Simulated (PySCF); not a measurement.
SMILES FC(F)(F)[SiH2][SiH2]Cl (CH₄ClF₃Si₂), GFN2-xTB optimised geometry.

```
11

F      0.73    -0.46    -1.20
C      1.11     0.03     0.00
F      2.45     0.03     0.00
F      0.73     1.32     0.00
Si     0.33    -0.97     1.48
Si    -1.97    -0.79     1.17
Cl    -2.87    -1.87     2.62
H      0.94    -0.31     2.64
H      0.97    -2.28     1.33
H     -2.41    -1.32    -0.12
H     -2.45     0.59     1.28
```

Density from B3LYP/def2-TZVP (PySCF) at that geometry.

Minimum of the electron density along straight lines between bonded atoms, close to the bond critical point (lines longer than 1.1 times the sum of covalent radii, or with two minima, are not listed):

| bond | length / Å | ρ at the minimum / e bohr⁻³ | ∇²ρ there / e bohr⁻⁵ | position (fraction from the first atom) |
|---|---|---|---|---|
| F1–C2 | 1.352 | 0.275 | -0.46 | 0.66 |
| C2–F3 | 1.344 | 0.280 | -0.45 | 0.34 |
| C2–F4 | 1.352 | 0.275 | -0.46 | 0.34 |
| C2–Si5 | 1.947 | 0.110 | [?] | 0.62 |
| Si5–Si6 | 2.323 | 0.100 | [?] | 0.52 |
| Si6–Cl7 | 2.021 | 0.104 | 0.27 | 0.37 |
| Si5–H8 | 1.467 | 0.125 | 0.17 | 0.49 |
| Si5–H9 | 1.467 | 0.125 | 0.17 | 0.49 |
| Si6–H10 | 1.465 | 0.127 | 0.17 | 0.49 |
| Si6–H11 | 1.465 | 0.127 | 0.17 | 0.49 |

Q: What belongs in the gaps?

A: 
- C2–Si5, ∇²ρ there / e bohr⁻⁵: 0.16
- Si5–Si6, ∇²ρ there / e bohr⁻⁵: -0.19
